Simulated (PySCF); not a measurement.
**Predicted spectroscopic data**

Calculated, not measured (PySCF 2.14.0 with density-fitted response routines): NMR shieldings at PBE0/pcSseg-1/GIAO, GFN2-xTB geometry. Gas phase, equivalent nuclei averaged, non-relativistic, single conformer.

References, each an isolated molecule treated in the same way: 1H, 13C against TMS. Splittings of carbon signals by F and P are missing where no couplings were computed. Where no couplings were computed, multiplicities follow the n + 1 count of equivalent neighbours, and m marks all less simple cases (inequivalent or close neighbours, rings, F or P nearby). Shifts are as computed. Against solution values, carbons near 30 ppm lie about +3 ppm off and those near 130 ppm about +5 ppm. Of 1309 compounds with measured shifts, 239 miss one by over three times the rms of a fit or turn the order of signals round; such compounds aren't used in these exercises.

Compound 1 (C$_{7}$H$_{11}$FOSi). 1H NMR (400 MHz, computed): δ 5.14 (m, 1H), 3.80 (m, 1H), 3.69 (m, 1H), 3.64 (m, 1H), 1.72 (d, 1H), 1.27 (d, 3H), 1.26 (d, 3H). 13C{1H} NMR (computed): δ 103.1, 83.9, 82.4, 80.4, 65.1, 26.0, 24.7. Structure: SMILES C#C[Si@H]1[C@H](F)[C@@H]1OC(C)C.

Compound 2 (C$_{7}$H$_{11}$FOSi). 1H NMR (400 MHz, computed): δ 7.22 (m, 1H), 7.10 (m, 1H), 6.17 (d, 1H), 6.08 (br s, 1H), 5.84 (d, 1H), 5.59 (br s, 1H), 4.73 (q, 2H), 0.14 (t, 3H). 13C{1H} NMR (computed): δ 148.0, 147.8, 145.2, 142.3, 135.6, 126.5, -6.2. Structure: SMILES C=C(/C=C\O/C=C/F)[SiH2]C.
